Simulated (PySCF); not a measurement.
C2H6Se, SMILES [Se](C)C. The structure is a stationary point at PBE-D3(BJ)/def2-SVP.

The numbers are results of PBE-D3(BJ)/def2-SVP in PySCF, not measurements.

Harmonic wavenumbers (cm⁻¹): 150, 155, 210, 586, 598, 823, 858, 890, 939, 1233, 1257, 1381, 1389, 1395, 1402, 2975, 2979, 3081, 3088, 3099, 3100. Rotational constants (GHz): 11.18, 6.767, 4.463; symmetry number 2.

Work out the zero-point energy and the ideal-gas rigid-rotor harmonic-oscillator thermochemistry at 298.15 K and 1 atm.

ZPE = ½ Σ hcν = ½ × 31588 cm⁻¹ = 45.16 kcal/mol. H − E(el) = 49.06 kcal/mol. Entropy in cal/(mol K): translation 39.98, rotation 22.99, vibration 9.02, total 71.98. G − E(el) = 27.60 kcal/mol. Cp = 18.60 cal/(mol K). Modes under 150 cm⁻¹ make the vibrational entropy uncertain.
